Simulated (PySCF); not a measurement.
Cl₄Se, charge +1, quartet, geometry from GFN2-xTB of the parent state (a state made from the parent by changing its charge; the spin is typed, not shown lowest); CAMB3LYP/STO-3G (PySCF).

PySCF was given this input:
```python
from pyscf import gto, scf, dft

mol = gto.M(
    atom='''
Se   -0.003007    0.004701    0.442483
Cl    1.061722   -1.326566   -0.820968
Cl    1.812304    1.458836    0.396540
Cl   -1.050276    1.308670   -0.863321
Cl   -1.817736   -1.450343    0.402783
''',
    basis='sto-3g',
    charge=1,
    spin=3,
    verbose=4,
)

mf = dft.UKS(mol)
mf.xc = 'camb3lyp'
mf.kernel()
```

Output, abridged:

```
PySCF version 2.14.0

[INPUT] verbose = 4
[INPUT] num. atoms = 5
[INPUT] num. electrons = 101
[INPUT] charge = 1
[INPUT] spin (= nelec alpha-beta = 2S) = 3
[INPUT] symmetry False subgroup None
[INPUT] Mole.unit = angstrom
[INPUT] Symbol           X                Y                Z      unit          X                Y                Z       unit  Magmom
[INPUT]  1 Se    -0.003007000000   0.004701000000   0.442483000000 AA   -0.005682406457   0.008883602512   0.836171684776 Bohr   0.0
[INPUT]  2 Cl     1.061722000000  -1.326566000000  -0.820968000000 AA    2.006363800425  -2.506846426160  -1.551404677032 Bohr   0.0
[INPUT]  3 Cl     1.812304000000   1.458836000000   0.396540000000 AA    3.424758214454   2.756800500656   0.749351997435 Bohr   0.0
[INPUT]  4 Cl    -1.050276000000   1.308670000000  -0.863321000000 AA   -1.984733995204   2.473027887435  -1.631440247586 Bohr   0.0
[INPUT]  5 Cl    -1.817736000000  -1.450343000000   0.402783000000 AA   -3.435023206762  -2.740751056680   0.761149557631 Bohr   0.0

nuclear repulsion = 824.779331769026
number of shells = 28
number of NR pGTOs = 162
number of NR cGTOs = 54
basis = sto-3g
ecp = {}

******** <class 'pyscf.dft.uks.UKS'> ********
method = UKS
initial guess = minao
damping factor = 0
level_shift factor = 0
DIIS = <class 'pyscf.scf.diis.CDIIS'>
diis_start_cycle = 1
diis_space = 8
diis_damp = 0
SCF conv_tol = 1e-09
SCF conv_tol_grad = None
SCF max_cycles = 50
direct_scf = True
direct_scf_tol = 1e-13
number electrons alpha = 52  beta = 49
XC library pyscf.dft.libxc version 7.1.2
    S. Lehtola, C. Steigemann, M. J. T. Oliveira, and M. A. L. Marques,  SoftwareX 7, 1–5 (2018)
XC functionals = camb3lyp
    T. Yanai, D. P. Tew, and N. C. Handy,  Chem. Phys. Lett. 393, 51 (2004)
radial grids:
    Treutler-Ahlrichs [JCP 102, 346 (1995); DOI:10.1063/1.469408] (M4) radial grids

becke partition: Becke, JCP 88, 2547 (1988); DOI:10.1063/1.454033
pruning grids: <function nwchem_prune>
grids dens level: 3
symmetrized grids: False
atomic radii adjust function: <function treutler_atomic_radii_adjust>
small_rho_cutoff = 0
Set gradient conv threshold to 3.16228e-05
tot grids = 95944
init E= -4191.73627667931

cycle= 1 E= -4195.05219721354  delta_E= -3.32  |g|= 0.156  |ddm|= 2.99

cycle= 2 E= -4195.06549971583  delta_E= -0.0133  |g|= 0.0863  |ddm|= 0.549

cycle= 3 E= -4195.07459388529  delta_E= -0.00909  |g|= 0.0243  |ddm|= 0.292

cycle= 4 E= -4195.07605882893  delta_E= -0.00146  |g|= 0.00967  |ddm|= 0.111

cycle= 5 E= -4195.07655785944  delta_E= -0.000499  |g|= 0.00606  |ddm|= 0.0685

cycle= 6 E= -4195.07698074195  delta_E= -0.000423  |g|= 0.00302  |ddm|= 0.0979

cycle= 7 E= -4195.07707966445  delta_E= -9.89e-05  |g|= 0.000862  |ddm|= 0.0607

cycle= 8 E= -4195.07708277214  delta_E= -3.11e-06  |g|= 0.000891  |ddm|= 0.0101

cycle= 9 E= -4195.07708446134  delta_E= -1.69e-06  |g|= 0.000208  |ddm|= 0.00515

cycle= 10 E= -4195.07708471855  delta_E= -2.57e-07  |g|= 8.57e-05  |ddm|= 0.00234

cycle= 11 E= -4195.07708481256  delta_E= -9.4e-08  |g|= 9.98e-05  |ddm|= 0.00134

cycle= 12 E= -4195.07708477743  delta_E= 3.51e-08  |g|= 9.31e-05  |ddm|= 0.000494

cycle= 13 E= -4195.07708470288  delta_E= 7.45e-08  |g|= 6.91e-05  |ddm|= 0.00149

cycle= 14 E= -4195.07708469994  delta_E= 2.94e-09  |g|= 3.82e-05  |ddm|= 0.00146

cycle= 15 E= -4195.07708470635  delta_E= -6.41e-09  |g|= 2.08e-05  |ddm|= 0.000887

cycle= 16 E= -4195.07708471127  delta_E= -4.92e-09  |g|= 1.09e-05  |ddm|= 0.000405

cycle= 17 E= -4195.07708471253  delta_E= -1.26e-09  |g|= 5.74e-06  |ddm|= 0.00026

cycle= 18 E= -4195.07708471273  delta_E= -1.99e-10  |g|= 4.96e-06  |ddm|= 0.000112

Extra cycle  E= -4195.07708471273  delta_E= -2.73e-12  |g|= 7.23e-06  |ddm|= 5.52e-05
converged SCF energy = -4195.07708471273  <S^2> = 3.7837443  2S+1 = 4.0168367
```
